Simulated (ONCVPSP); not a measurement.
# iridium (Ir), ONCV: configuration errors across variants

```json
{
 "Element": "iridium (Ir)",
 "Generator": "ONCVPSP 4.0.1",
 "Type": "optimised norm-conserving Vanderbilt (ONCV)",
 "Functional": "PBE",
 "Relativity": "scalar-relativistic",
 "Frozen core": "[Kr] 4d10 4f14",
 "Valence charge": "17",
 "Reference configuration": "5s2 5p6 5d7 6s2",
 "Partial waves": "5s+6s: rc 1.85 bohr, ncon 3, nbas 6, qcut 6 1/bohr, 2 projectors; 5p: rc 1.50 bohr, ncon 4, nbas 8, qcut 10.3 1/bohr, 2 projectors, debl 3 Ha; 5d: rc 2.30 bohr, ncon 5, nbas 10, qcut 5.8 1/bohr, 2 projectors, debl 1.5 Ha",
 "Local potential": "polynomial inside 1.20 bohr (lpopt 5, dvloc0 3 Ha)",
 "Core correction": "none"
}
```

All-electron excitation energies from the reference (eV): (1) 5s2 5p6 5d7 6s1 9.880; (2) 5s2 5p6 5d7 6s0 27.349; (3) 5s2 5p6 5d6 6s0 57.890; (4) 5s2 5p6 5d7.5 6s1.5 -0.285.

Errors AE − PS in meV (a dash: test not solved or not reliable):

```tsv
change	(1)	(2)	(3)	(4)	bound ghosts	GHOST(+) flags above zero
base	-4.1	-15	-20	-1.2	none	s
d: qcut 3.7	-3.0	-17	-36	+6.6	none	s, d
d: qcut 4.7	-3.5	-14	-24	+1.8	none	s, d
d: qcut 5.7	-4.1	-15	-20	-1.1	none	s
d: qcut 6.4	-4.4	-15	-19	-2.0	none	s
d: qcut 8.7	-4.6	-16	-18	-3.0	none	s
```

Task: Give the same row for: d: qcut 7.5.

Result: -4.6, -16, -18, -2.9; bound ghosts: none; GHOST(+) flags above zero: s.
